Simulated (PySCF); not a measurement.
PySCF input file for Ga(H)2(PH2) (GaH₄P), SMILES [PH2][GaH2], ADC(2)/aug-cc-pVDZ. Coordinates come from a r2SCAN-D4/def2-TZVP optimisation.

```python
import numpy as np
from pyscf import gto, scf, dft, adc

mol = gto.M(
    atom='''
    Ga    0.75851999   -0.00645460   -0.00000000
    H     1.52017155    0.02371871   -1.36358354
    H     1.52017155    0.02371870    1.36358355
    P    -1.53932370    0.11887477    0.00000000
    H    -1.73230364   -0.81523313   -1.04976351
    H    -1.73230365   -0.81523314    1.04976349
    ''',
    basis='aug-cc-pVDZ',
    charge=0,
    spin=0,
    max_memory=1600,
    verbose=4,
)
mf = scf.RHF(mol)
mf.conv_tol = 1e-10
mf.max_cycle = 100
mf.kernel()
res = {}
for kind, nroots in (('ee', 6), ('ip', 6), ('ea', 2)):
    a = adc.ADC(mf).density_fit('aug-cc-pvdz-ri')
    a.method, a.method_type = 'adc(2)', kind
    e, v, p, x = a.kernel(nroots=nroots)
    res[kind] = (e * 27.211386245988, p)
for kind, (e, p) in res.items():
    print(kind, 'energies / eV', np.round(e, 3), 'strengths', np.round(p, 4))
```

Log of the run:

```
PySCF version 2.14.0

[INPUT] verbose = 4
[INPUT] num. atoms = 6
[INPUT] num. electrons = 50
[INPUT] charge = 0
[INPUT] spin (= nelec alpha-beta = 2S) = 0
[INPUT] symmetry False subgroup None
[INPUT] Mole.unit = angstrom
[INPUT] Symbol           X                Y                Z      unit          X                Y                Z       unit  Magmom
[INPUT]  1 Ga     0.758519990000  -0.006454600000   0.000000000000 AA    1.433395041108  -0.012197426244   0.000000000000 Bohr   0.0
[INPUT]  2 H      1.520171550000   0.023718710000  -1.363583540000 AA    2.872707891856   0.044821865928  -2.576799438565 Bohr   0.0
[INPUT]  3 H      1.520171550000   0.023718700000   1.363583550000 AA    2.872707891856   0.044821847031   2.576799457462 Bohr   0.0
[INPUT]  4 P     -1.539323700000   0.118874770000   0.000000000000 AA   -2.908900210052   0.224640758421   0.000000000000 Bohr   0.0
[INPUT]  5 H     -1.732303640000  -0.815233130000  -1.049763510000 AA   -3.273579444187  -1.540567343372  -1.983765529462 Bohr   0.0
[INPUT]  6 H     -1.732303650000  -0.815233140000   1.049763490000 AA   -3.273579463084  -1.540567362269   1.983765491668 Bohr   0.0

nuclear repulsion = 156.503848052628
number of shells = 37
number of NR pGTOs = 180
number of NR cGTOs = 99
basis = aug-cc-pVDZ
ecp = {}


[settings echo left out]
init E= -2265.57785972
  HOMO = -0.258882240898958  LUMO = -0.00362695759165677  gap/eV = 6.94585
cycle= 1 E= -2266.24746761513  delta_E= -0.67  |g|= 0.211  |ddm|= 1.77
  HOMO = -0.35324635432368  LUMO = 0.010889990867363  gap/eV = 9.90865
cycle= 2 E= -2266.2711137858  delta_E= -0.0236  |g|= 0.0657  |ddm|= 0.408
  HOMO = -0.351565316899032  LUMO = 0.020641418769777  gap/eV = 10.12826
cycle= 3 E= -2266.27347918971  delta_E= -0.00237  |g|= 0.0224  |ddm|= 0.147
  HOMO = -0.350550877409736  LUMO = 0.0198970758219019  gap/eV = 10.08040
cycle= 4 E= -2266.27382820538  delta_E= -0.000349  |g|= 0.00435  |ddm|= 0.0607
  HOMO = -0.351704575761672  LUMO = 0.0197299223716763  gap/eV = 10.10725
cycle= 5 E= -2266.27384897864  delta_E= -2.08e-05  |g|= 0.00136  |ddm|= 0.0141
  HOMO = -0.351595483106998  LUMO = 0.0197131261439405  gap/eV = 10.10382
cycle= 6 E= -2266.27385141724  delta_E= -2.44e-06  |g|= 0.000381  |ddm|= 0.00471
  HOMO = -0.351678299267514  LUMO = 0.0197141364652089  gap/eV = 10.10610
cycle= 7 E= -2266.27385162509  delta_E= -2.08e-07  |g|= 8.68e-05  |ddm|= 0.00149
  HOMO = -0.351667735342792  LUMO = 0.0197142993184376  gap/eV = 10.10582
cycle= 8 E= -2266.27385163643  delta_E= -1.13e-08  |g|= 2.02e-05  |ddm|= 0.000334
  HOMO = -0.351672213021277  LUMO = 0.0197135903514196  gap/eV = 10.10592
cycle= 9 E= -2266.27385163701  delta_E= -5.75e-10  |g|= 6.22e-06  |ddm|= 6.79e-05
  HOMO = -0.351671481813075  LUMO = 0.0197137232055646  gap/eV = 10.10591
cycle= 10 E= -2266.27385163708  delta_E= -7.64e-11  |g|= 2.1e-06  |ddm|= 1.82e-05
  HOMO = -0.351671619968266  LUMO = 0.0197137409023758  gap/eV = 10.10591
Extra cycle  E= -2266.27385163708  delta_E= 9.09e-13  |g|= 1.12e-06  |ddm|= 4.85e-06
converged SCF energy = -2266.27385163708

******** <class 'pyscf.adc.radc.RADC'> ********
******** ADC Orbital Information ********
Number of Frozen Occupied Orbitals: 0
Number of Frozen Virtual Orbitals: 0
Number of Active Occupied Orbitals: 25
Number of Active Virtual Orbitals: 74
*****************************************
******** <class 'pyscf.df.df.DF'> ********
auxbasis = aug-cc-pvdz-ri
Reference correlation energy (doubles): -0.25061382
MP2 correlation energy of reference state (a.u.) = -0.25061382

******** <class 'pyscf.adc.radc_ee.RADCEE'> ********
max_space = 12
max_cycle = 50
conv_tol = 1e-08

*************************************************************
        ADC calculation summary (singlet states only)
*************************************************************
adc(2) root 0  |  Energy (Eh) =   0.1721616708  |  Energy (eV) =   4.68475768  |  Osc. strength = 0.03829679  |  conv = True
adc(2) root 1  |  Energy (Eh) =   0.2168254362  |  Energy (eV) =   5.90012064  |  Osc. strength = 0.00046306  |  conv = True
adc(2) root 2  |  Energy (Eh) =   0.2230032102  |  Energy (eV) =   6.06822644  |  Osc. strength = 0.12184053  |  conv = True
adc(2) root 3  |  Energy (Eh) =   0.2354320742  |  Energy (eV) =   6.40643305  |  Osc. strength = 0.01010226  |  conv = True
adc(2) root 4  |  Energy (Eh) =   0.2367528784  |  Energy (eV) =   6.44237397  |  Osc. strength = 0.02189815  |  conv = True
adc(2) root 5  |  Energy (Eh) =   0.2567012257  |  Energy (eV) =   6.98519614  |  Osc. strength = 0.37939440  |  conv = True

******** <class 'pyscf.adc.radc.RADC'> ********
******** ADC Orbital Information ********
Number of Frozen Occupied Orbitals: 0
Number of Frozen Virtual Orbitals: 0
Number of Active Occupied Orbitals: 25
Number of Active Virtual Orbitals: 74
*****************************************
******** <class 'pyscf.df.df.DF'> ********
auxbasis = aug-cc-pvdz-ri
Reference correlation energy (doubles): -0.25061382
MP2 correlation energy of reference state (a.u.) = -0.25061382

******** <class 'pyscf.adc.radc_ip.RADCIP'> ********
max_space = 12
max_cycle = 50
conv_tol = 1e-08

*************************************************************
        ADC calculation summary (doublet states only)
*************************************************************
adc(2) root 0  |  Energy (Eh) =   0.3347513164  |  Energy (eV) =   9.10904729  |  Spec. factor = 1.82394357  |  conv = True
adc(2) root 1  |  Energy (Eh) =   0.4040538032  |  Energy (eV) =  10.99486401  |  Spec. factor = 1.81625631  |  conv = True
adc(2) root 2  |  Energy (Eh) =   0.4081436754  |  Energy (eV) =  11.10615510  |  Spec. factor = 1.84717076  |  conv = True
adc(2) root 3  |  Energy (Eh) =   0.4898426638  |  Energy (eV) =  13.32929781  |  Spec. factor = 1.80456776  |  conv = True
adc(2) root 4  |  Energy (Eh) =   0.5505336425  |  Energy (eV) =  14.98078346  |  Spec. factor = 1.80552485  |  conv = True
adc(2) root 5  |  Energy (Eh) =   0.7159845352  |  Energy (eV) =  19.48293157  |  Spec. factor = 0.57927104  |  conv = True

******** <class 'pyscf.adc.radc.RADC'> ********
******** ADC Orbital Information ********
Number of Frozen Occupied Orbitals: 0
Number of Frozen Virtual Orbitals: 0
Number of Active Occupied Orbitals: 25
Number of Active Virtual Orbitals: 74
*****************************************
******** <class 'pyscf.df.df.DF'> ********
auxbasis = aug-cc-pvdz-ri
Reference correlation energy (doubles): -0.25061382
MP2 correlation energy of reference state (a.u.) = -0.25061382

******** <class 'pyscf.adc.radc_ea.RADCEA'> ********
max_space = 12
max_cycle = 50
conv_tol = 1e-08

*************************************************************
        ADC calculation summary (doublet states only)
*************************************************************
adc(2) root 0  |  Energy (Eh) =  -0.0035014966  |  Energy (eV) =  -0.09528058  |  Spec. factor = 1.91959956  |  conv = True
adc(2) root 1  |  Energy (Eh) =   0.0244368708  |  Energy (eV) =   0.66496112  |  Spec. factor = 1.96377151  |  conv = True
ee energies / eV [4.685 5.9   6.068 6.406 6.442 6.985] strengths [0.0383 0.0005 0.1218 0.0101 0.0219 0.3794]
ip energies / eV [ 9.109 10.995 11.106 13.329 14.981 19.483] strengths [1.8239 1.8163 1.8472 1.8046 1.8055 0.5793]
ea energies / eV [-0.095  0.665] strengths [1.9196 1.9638]
```

Self-consistency was reached.
